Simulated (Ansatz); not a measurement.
Ansatz (a program for electronic structure) input:

Ansatz 0.2 input:
```yaml
crystal:
  periodic: [false, false, false]
  atoms:
    - {symbol: C, position_ang: [-1.88207024, 1.07176932, -0.84559844]}
    - {symbol: O, position_ang: [-1.10962776, -0.11266092, -0.97856927]}
    - {symbol: Ge, position_ang: [-0.07626037, -0.63272760, 0.37816261]}
    - {symbol: O, position_ang: [1.16910500, 0.60613996, 0.68363142]}
    - {symbol: C, position_ang: [2.11935940, 0.89700430, -0.33107944]}
    - {symbol: H, position_ang: [-1.24983389, 1.95661931, -0.72096478]}
    - {symbol: H, position_ang: [-2.47040827, 1.18922682, -1.75660505]}
    - {symbol: H, position_ang: [-2.57076546, 1.01616162, 0.00560406]}
    - {symbol: H, position_ang: [-0.87552681, -0.68987911, 1.68727248]}
    - {symbol: H, position_ang: [0.55854199, -1.94012453, -0.11539693]}
    - {symbol: H, position_ang: [2.81155788, 1.64127055, 0.06490032]}
    - {symbol: H, position_ang: [2.69429659, 0.00876863, -0.61817462]}
    - {symbol: H, position_ang: [1.64291684, 1.30476585, -1.22826887]}
basis:
  gaussian:
    orbitals: aug-cc-pVDZ
magnetization: {spin_polarized: false}
correlation: {method: ccsd_t, electrons: outside_noble_gas}
```

**Question.** Predict the final energy.

**Answer.** -2306.38174 Eh (CCSD(T)/aug-cc-pVDZ). The basis has 200 functions.
